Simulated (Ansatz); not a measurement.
Cost against result

Saddle point of SiNH6ClO, singlet (SiNH₄Cl ([NH2][SiH2][Cl]) + H₂O → SiNH₅O ([NH2][SiH2][OH]) + HCl; bonds formed: Si1–O7, Cl2–H6; bonds broken: Si1–Cl2, H6–O7), PBE0-D4/def2-TZVP structure:

```tsv
atom	x (Å)	y (Å)	z (Å)
Si1	0.1282	-0.1048	0.5006
Cl2	0.3973	2.0344	-0.1788
H3	0.0816	-1.6068	0.3396
H4	1.0246	0.0859	1.6601
N5	-1.5593	0.0940	0.5488
H6	1.4626	0.5507	-1.4542
O7	1.4313	-0.3132	-1.0048
H8	-2.1716	-0.6989	0.6338
H9	-2.0209	0.9866	0.5727
H10	1.2263	-1.0280	-1.6178
```

Barriers are electronic and count from the start structure reached by relaxing down the imaginary mode.

Computed with Ansatz 0.2.0 (basis: as named in each row); correlated methods freeze the cores. B3LYP uses VWN-RPA correlation. Extrapolation: Hartree–Fock as exp(−7.88 √X), correlation as X^−2.97.

Times are rough, for one single point on 4 threads of a shared host (Intel Xeon).

The estimate by CCSD(T) at an estimated basis limit (MP2 extrapolated from triple and quadruple zeta, plus CCSD(T) − MP2 in triple zeta) is 71.6 kJ/mol.

| method | basis | time (s) | barrier (kJ/mol) | method less estimate |
| --- | --- | --- | --- | --- |
| HF | STO-3G | under 1 | 89.4 | 17.8 |
| SPW92 | def2-SVP | under 1 | 24.8 | -46.8 |
| PBE-D4 | STO-3G | under 1 | -9.3 | -81.0 |
| PBE-D4 | def2-SVP | 1 | 52.8 | -18.9 |
| B3LYP-D4 | 6-31G | 1 | 36.6 | -35.0 |
| PBE0-D4 | def2-SVP | 2 | 58.9 | -12.7 |
| SPW92 | def2-TZVPP | 2 | 34.4 | -37.2 |
| PBE-D4 | def2-TZVPP | 4 | 61.7 | -9.9 |
| BLYP-D4 | def2-TZVPP | 4 | 71.6 | 0.0 |
| B3LYP-D4 | def2-TZVPP | 4 | 73.5 | 1.9 |
| PBE0-D4 | def2-TZVPP | 4 | 65.6 | -6.1 |
| BHLYP-D4 | def2-TZVPP | 4 | 77.1 | 5.4 |
| CCSD(T) | def2-SVP | 5 | 80.9 | 9.3 |
| r2SCAN-D4 | def2-TZVPP | 6 | 63.8 | -7.9 |
| wB97M-V | def2-SVP | 6 | 57.3 | -14.3 |
| CAM-B3LYP-D4 | def2-TZVPP | 6 | 70.7 | -0.9 |
| r2SCAN0-D4 | def2-TZVPP | 7 | 66.2 | -5.4 |
| RPA on PBE | def2-TZVPP | 8 | 77.0 | 5.4 |
| B2PLYP | def2-TZVPP | 9 | 74.9 | 3.3 |
| PBE-QIDH | def2-TZVPP | 9 | 68.0 | -3.6 |
| B97M-V | def2-TZVPP | 10 | 65.3 | -6.3 |
| wB97X-V | def2-TZVPP | 10 | 70.4 | -1.2 |
| wB97M-V | def2-TZVPP | 11 | 65.5 | -6.1 |
| MP2 | def2-QZVPP | 32 | 69.2 | -2.4 |
| CCSD(T) | def2-TZVPP | 100 | 73.9 | 2.3 |

All methods are single points on the PBE0-D4 structures; a negative value means that the method puts the saddle structure below the start.

T1 diagnostic: at most 0.011.

The step is the kind of ligand exchange by which a precursor binds to a hydroxyl group, or is hydrolysed, in atomic layer deposition of oxides.

Labels in which every atom is bracketed show which atoms are joined, not bond orders.
